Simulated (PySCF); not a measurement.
## Computed vibrations of [PbF3(NH3)]+

[PbF3(NH3)]+ (singlet). PySCF 2.14.0, RKS PBE0, Pb def2-SVP with ECP60, F def2-SVP, N def2-SVP, H def2-SVP; non-relativistic Hamiltonian with scalar-relativistic core potentials where named; density fitting; no spin-orbit coupling. Central differences of gradients.

```xyz
8

Pb    0.0453   -0.0453    0.0453
F     1.3021    1.3363    0.7254
F    -1.3363   -0.7254    1.3021
F     0.7254   -1.3021   -1.3363
N    -1.2869    1.2869   -1.2869
H    -2.2814    1.0640   -1.1514
H    -1.1514    2.2814   -1.0640
H    -1.0640    1.1514   -2.2814
```

Run from Python with OMP_NUM_THREADS=2. Where DIIS fails, smearing, a level shift and second-order steps follow.
It took 66 s on 2 threads of Arm Neoverse V2, with other jobs on the host.

(1) What are the harmonic wavenumbers and infrared intensities?

(2) Is this a minimum?

Answers

(1) Modes are labelled in C3; negative numbers are unstable modes, those under 60 cm⁻¹ near the noise; a finer grid moves soft modes by up to 10 cm⁻¹.
```tsv
cm⁻¹	km/mol	symmetry
91	7.4	e
91	7.4	e
105	0.6	a
111	13.6	e
111	13.6	e
154	45.4	a
395	4.4	a
601	7.1	a
637	28.5	e
637	28.5	e
735	51.3	e
735	51.3	e
1284	85.9	a
1604	42.5	e
1604	42.5	e
3427	143.8	a
3547	155.6	e
3547	155.6	e
```

(2) Yes. Ideal gas at 298.15 K and 1 bar: S = 379.9 J/(mol K), Cp = 107.9 J/(mol K), H − H(0 K) = 23.7 kJ/mol (rigid rotor, harmonic modes, spin degeneracy alone).
